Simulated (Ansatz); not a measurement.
`[SiH3][Zn][Cl]` + H₂S → `[SH][Zn][Cl]` + SiH₄ at 500 K and 1 bar (cleavage of the Zn–Si bond).

Computed with Ansatz on PBE0-D4/def2-TZVP structures; ΔE is electronic, products minus reactants. CBS: MP2 limit from def2 TZ/QZ plus the TZ coupled-cluster correction, frozen cores. This one scheme is used for every species. For Zn outer-core shells are correlated without core-valence functions, which leaves a few kJ/mol of doubt a bond. Scalar relativity is left out up to krypton. One conformer a species, not always the lowest.

```json
{"species": "`[SiH3][Zn][Cl]`", "CCSD(T)/CBS energy (Eh)": "-2529.09474", "H − E (kJ/mol)": "102.5", "S (J/(mol·K))": "359.2"}
{"species": "H₂S", "CCSD(T)/CBS energy (Eh)": "-398.97279", "H − E (kJ/mol)": "57.0", "S (J/(mol·K))": "224.0"}
{"species": "`[SH][Zn][Cl]`", "CCSD(T)/CBS energy (Eh)": "-2636.62673", "H − E (kJ/mol)": "55.8", "S (J/(mol·K))": "341.8"}
{"species": "SiH₄", "CCSD(T)/CBS energy (Eh)": "-291.46306", "H − E (kJ/mol)": "102.4", "S (J/(mol·K))": "230.9"}
```

H − E and S are ideal-gas, rigid-rotor, harmonic terms from PBE0-D4/def2-TZVP, for one conformer and one mirror image of each species. 1 Eh = 2625.50 kJ/mol, R = 8.31446 J/(mol·K).

Question: By hand: ΔE, ΔH, ΔS and ΔG.

Answer: ΔE = (-2636.62673) + (-291.46306) − (-2529.09474) − (-398.97279) = -0.02226 Eh = -58.4 kJ/mol. Δ(H − E) = 55.8 + 102.4 − 102.5 − 57.0 = -1.3, so ΔH = -59.7 kJ/mol. ΔS = 341.8 + 230.9 − 359.2 − 224.0 = -10.5 J/(mol·K). ΔG = -59.7 − 500 × (-10.5)/1000 = -54.5 kJ/mol.

Question: By hand: the equilibrium constant, and the temperature at which ΔG would vanish if ΔH and ΔS stayed fixed.

Answer: log₁₀ K = −ΔG/(RT ln 10) = 5.7. ΔG = 0 at ΔH/ΔS = 5686 K, far beyond where these terms or the molecules hold.

The number of gas molecules stays the same, so ΔS is small and ΔH decides. A doubt of 5 kJ/mol in ΔE shifts log₁₀ K by 0.5 here. Other conformers and mirror images would add mixing entropy, several J/(mol·K) or more a flexible species. These are equilibria of isolated gas molecules and say nothing of rates. Largest T1 diagnostic: 0.014 (customary marks: 0.02 for closed shells, 0.045 for open ones).
